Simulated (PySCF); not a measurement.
Consider `C[Si](C)C(F)(F)F` (C3H6F3Si•, doublet). Coordinates in Å; atoms count from 1 in this order:
```
C     0.0941    1.8257   -0.0729
Si    0.2330    0.0856    0.6557
C    -1.4301   -0.8032    0.8056
C     1.3448   -0.9663   -0.5585
F     1.5002   -2.2526   -0.1358
F     2.5911   -0.4389   -0.7179
F     0.7849   -1.0298   -1.8098
H    -0.4169    1.7839   -1.0599
H    -0.4884    2.4939    0.5933
H     1.0987    2.2695   -0.2228
H    -2.0998   -0.2833    1.5203
H    -1.9339   -0.8353   -0.1854
H    -1.2870   -1.8456    1.1542
```

Energies: B3LYP-D3(BJ)/ma-def2-SVP (PySCF, density fitting, integration grid level 2) on BP86-D3(BJ)/def2-SVP structures. The prefix ma- adds one diffuse s and one diffuse p function on all atoms but H. Thermal corrections: GFN2-xTB frequencies, unscaled, ideal gas at 298.15 K and 1 bar, quasi-RRHO entropy. These were taken at the GFN2-xTB minima.

Problem. What are the vertical and the adiabatic ionisation energy for forming the singlet cation?

Solution. 8.44 eV vertical and 7.39 eV adiabatic, the latter with zero-point energy.

Problem. What are the vertical and the adiabatic electron affinity for forming the singlet anion?

Solution. 1.08 eV vertical and 1.79 eV adiabatic, the latter with zero-point energy.

Known limits: structures of the anions come from def2-SVP, which lacks diffuse functions; ma-def2-SVP is a small basis, whose errors can reach tens of kJ/mol.
